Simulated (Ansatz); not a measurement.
Basis-set extrapolation for CH$_{6}$AlClSi, SMILES `[CH3][AlH][SiH2]Cl` (PBE0-D4/def2-TZVP geometry, frozen core, Ansatz 0.2.0). Multiplicity 1, RHF reference.

|  | def2-TZVPP | def2-QZVPP |
| --- | --- | --- |
| HF | -1031.803112 | -1031.833878 |
| MP2 correlation | -0.569192 | -0.615726 |
| CCSD(T) correlation | -0.654867 | not run |

Energies in hartree. Use E(X) = E(∞) + A·exp(−7.88·√X) for Hartree–Fock and E(X) = E(∞) + B·X^(−2.97) for correlation, with X = 3 and 4, and add CCSD(T) minus MP2 of the smaller set to the MP2 limit.

Question: What is the CCSD(T) energy at the basis-set limit?

Answer: HF limit: -1031.833878 + (-0.030766) × 0.13774 = -1031.83812. MP2 limit: -0.615726 + (-0.046534) × 0.74074 = -0.65020. Higher-order term: -0.654867 − (-0.569192) = -0.08567. Total: -1032.57399 hartree, 72.8 kcal/mol below CCSD(T)/def2-TZVPP.
